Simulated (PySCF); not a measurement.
C₄H₅NSi, SMILES C#C[C@@H]([SiH3])C#N. Atoms are numbered in the order given.

```xyz
11

C      2.3105    -1.0292    -0.6075
C      1.3675    -0.3083    -0.3838
C      0.1802     0.5214    -0.1536
Si    -1.3568    -0.3638    -0.9029
C     -0.0585     0.8017     1.2667
N     -0.2989     1.0099     2.3783
H      3.1596    -1.6626    -0.7974
H      0.2897     1.4856    -0.6799
H     -1.5256    -1.6675    -0.2125
H     -2.5438     0.5088    -0.6955
H     -1.0901    -0.5541    -2.3533
```
Charge 0, spin multiplicity 1.

The structure is a stationary point at ωB97X-D3(BJ)/def2-SVP. The structure was generated by enumeration; whether it is a known compound was not checked.

All values below come from SMD-ωB97X/6-31G* in PySCF.

Solvation free energies are E(SMD) − E(gas) at the gas-phase geometry, for 1 M in both phases. In vacuum the dipole moment is 3.80 D.

| solvent | ΔG(solv) (kcal/mol) | its non-electrostatic (CDS) part | dipole (D) |
|---|---|---|---|
| water | -1.8 | 6.6 | 4.82 |
| n-hexane | -2.5 | 0.5 | 4.17 |
| ethylethanoate | -4.7 | 1.7 | 4.59 |
